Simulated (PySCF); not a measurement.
F2GeH4OSi, SMILES [GeH3][O][SiH](F)F.

Geometry optimised at PBE0-D3(BJ)/def2-SVP. This is a generated structure with no PubChem entry under its InChIKey; it may be hypothetical. Other conformers were not sampled.

Method: TDDFT-B3LYP/def2-SVPD (PySCF).

Vertical excitations. 

| state | energy (eV) | λ (nm) | f | main pairs |
|---|---|---|---|---|
| S1 | 7.30 | 170 | 0.004 | HOMO→LUMO 99 % |
| S2 | 7.55 | 164 | 0.015 | HOMO−1→LUMO 99 % |
| S3 | 8.03 | 154 | 0.060 | HOMO→LUMO+1 98 % |
| S4 | 8.26 | 150 | 0.062 | HOMO−1→LUMO+1 98 % |
| S5 | 8.89 | 140 | 0.007 | HOMO→LUMO+2 35 %, HOMO→LUMO+3 24 %, HOMO−2→LUMO 10 %, HOMO→LUMO+4 10 % |
| S6 | 8.94 | 139 | 0.112 | HOMO−2→LUMO 68 % |
| S7 | 9.00 | 138 | 0.050 | HOMO→LUMO+2 33 %, HOMO−3→LUMO 29 %, HOMO→LUMO+3 23 % |
| S8 | 9.05 | 137 | 0.103 | HOMO−3→LUMO 56 %, HOMO→LUMO+2 22 % |
| S9 | 9.15 | 136 | 0.021 | HOMO−1→LUMO+2 43 %, HOMO→LUMO+3 31 %, HOMO→LUMO+4 10 % |
| S10 | 9.21 | 135 | 0.011 | HOMO−1→LUMO+2 27 %, HOMO→LUMO+4 25 %, HOMO→LUMO+5 23 %, HOMO−4→LUMO 9 % |
| T1 | 6.92 | 179 | 0 | HOMO→LUMO 98 % |
| T2 | 7.14 | 174 | 0 | HOMO−1→LUMO 98 % |
| T3 | 7.52 | 165 | 0 | HOMO→LUMO+1 85 % |
| T4 | 7.66 | 162 | 0 | HOMO−1→LUMO+1 83 % |
Triplets are in the Tamm–Dancoff approximation, which puts them higher than full response would, so one can lie above its singlet here.
